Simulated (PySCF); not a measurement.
## GeO₂ + F₂ → GeF₂ + O₂

Level: B3LYP in the def2-TZVP basis family, all electrons, no relativity, computed in PySCF with density fitting; open shells unrestricted.

```json
{"species": "GeO₂", "state and structure": "singlet, D∞h, Ge–O 1.624 Å (×2)", "E (Eh)": "-2227.51784", "ZPE (kJ/mol)": "14.2", "H(298 K) − H(0) (kJ/mol)": "11.8", "S° (J/(mol K))": "245.6"}
{"species": "F₂", "state and structure": "singlet, D∞h, F–F 1.396 Å", "E (Eh)": "-199.59957", "ZPE (kJ/mol)": "6.3", "H(298 K) − H(0) (kJ/mol)": "8.8", "S° (J/(mol K))": "202.2"}
{"species": "GeF₂", "state and structure": "singlet, C2v, Ge–F 1.758 Å (×2); F–Ge–F 97.4°", "E (Eh)": "-2276.91124", "ZPE (kJ/mol)": "9.4", "H(298 K) − H(0) (kJ/mol)": "11.9", "S° (J/(mol K))": "271.8"}
{"species": "O₂", "state and structure": "triplet, D∞h, O–O 1.204 Å", "E (Eh)": "-150.38977", "ZPE (kJ/mol)": "9.8", "H(298 K) − H(0) (kJ/mol)": "8.7", "S° (J/(mol K))": "205.0"}
```

(1) What is the electronic reaction energy?

(2) Add zero-point, thermal and entropy terms for 298.15 K and 1 bar.

## Answers

(1) At B3LYP/def2-TZVP, ΔE = -482.0 kJ/mol from the differences of the total energies times 2625.5, downhill. Fluorination of this kind underlies dry etching and chamber cleaning.

(2) ΔZPE = -1.3 and Δ[H(298) − H(0)] = 0.0 kJ/mol give ΔH° = -483.3 kJ/mol. ΔS° = 29.0 J/(mol K), so ΔG° = -483.3 − 298.15 × (0.0290) = -492 kJ/mol.

Each species is the lowest minimum found with this bonding; other isomers or fragments can lie lower.
